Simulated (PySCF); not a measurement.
Computed XPS line lists of a few unrelated compounds.

The calculation used delta-SCF UKS SCAN, pcX-2 on the ionised atom, pcseg-1 elsewhere, spin-free X2C (PySCF 2.14.0). Geometries: PBE0-D3(BJ)/def2-SVP; isolated species, one conformer each.

Line lists (1s up to Mg, 2p3/2 beyond, nothing for Al, As, Br or Cr; areas count atoms within a level, one atom standing for each set equivalent by bonding):
1. O 1s: 539.10 eV; Cl 2p3/2: 206.57 eV
2. C 1s: 291.41 eV
3. C 1s: 290.48 (area 1), 290.58 (area 1), 290.59 (area 1), 290.87 (area 1), 291.81 (area 1) eV

Structures:
A. `[AsH2+]([AlH3-])C`
B. `[O]=[Cr](=[O])([Cl])[Cl]`
C. `CCCCCBr`

Q: Match each list to its structure.

A: 
- 1 = B: no other candidate has this set of levels. O 1s: 539.10 oxygen bonded to Cr (×2); Cl 2p3/2: 206.57 chlorine bonded to Cr (×2).
- 2 = A: no other candidate has these counts of sites. C 1s: 291.41 methyl carbon.
- 3 = C: no other candidate has these counts of sites. C 1s: 290.48 chain CH2 carbon, 290.58 methyl carbon, 290.59 chain CH2 carbon, 290.87 chain CH2 carbon, 291.81 sp3 C–Br carbon.

2p3/2 and 2p1/2 are the ΔSCF energy of one spin-free 2p hole plus the eigenvalues of a spin–orbit and ligand-field matrix of the shell.
